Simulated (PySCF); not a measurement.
Do core-level shifts follow atomic charges?

CH4O5Si.
Bonds: O1–C2 (double), C2–O3, O3–Si4, Si4–O5, Si4–O6, Si4–O7. Hydrogens: H8 on C2; H9 on O5; H10 on O6; H11 on O7.

Binding energies: PySCF 2.14.0, delta-SCF UKS SCAN, pcX-2 on the ionised atom, pcseg-1 elsewhere, spin-free X2C. Charges: PBE0/pcSseg-1 ground-state density, for the ionised atom.

| atom | environment | O 1s (eV) | Mulliken (e) | IAO (e) | Hirshfeld (e) | ESP (e) |
| --- | --- | --- | --- | --- | --- | --- |
| O1 | carbonyl oxygen | 538.46 | -0.430 | -0.458 | -0.247 | -0.565 |
| O5 | silanol oxygen | 539.32 | -0.529 | -0.789 | -0.306 | -0.767 |
| O3 | oxygen singly bound to a carbonyl carbon | 539.63 | -0.559 | -0.583 | -0.198 | -0.640 |

How well does each charge scheme correlate with the binding energies over these sites?

Hirshfeld: r = 0.20, slope 2.3 eV per e; ESP: r = -0.60, slope -3.6 eV per e; IAO: r = -0.60, slope -2.2 eV per e; Mulliken: r = -1.00, slope -9.0 eV per e. On 3 points no scheme stands out.

The point-charge model writes a binding energy as kq + V + constant, with V the potential of the other atoms' charges at the site. What does it give with the ESP charges?

V = Σ 14.40 eV Å × q/r over all other atoms: +7.55 eV at O1, +12.67 eV at O5, +10.35 eV at O3. Fitting binding energy − V to q gives k = 21.1 eV per e and leaves an rms residual of 0.02 eV, against 0.40 eV for the fit on q alone. The model has no term for differences in relaxation between sites.

The structure is a single GFN2-xTB conformer in the gas phase; no vibrational or solvent corrections.
